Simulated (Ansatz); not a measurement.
Molecule: SbBr₂, net charge 1, singlet state. SMILES of the parent species: [Br][Sb][Br]
Coordinates optimised at B3LYP-D3(BJ)/def2-TZVP (Ansatz, a quantum-chemistry and plane-wave program):
```
Sb
Br 1 2.4309
Br 1 2.4309 2 101.77
```
Charge +1, spin multiplicity 1.

Parts of the frozen-core correlation energy in def2-TZVPP (Ansatz, hartree). Frozen orbitals: 37; correlated occupied orbitals by spin: 9 and 9; virtual: 100 and 100. No spin-orbit coupling. In def2 rows, elements after Kr have scalar-relativistic effective core potentials.

```
term                             value
-------------------------  -----------
reference (HF)             -5383.88909
MP2 opposite-spin           (withheld)
MP2 same-spin                 -0.10234
CCSD correlation            (withheld)
(T)                         (withheld)
T1 diagnostic                    0.021
largest doubles amplitude        0.049
```

### Question
What belongs in the gaps?

### Answer

- MP2 opposite-spin, value: -0.31043
- CCSD correlation, value: -0.44518
- (T), value: -0.02293
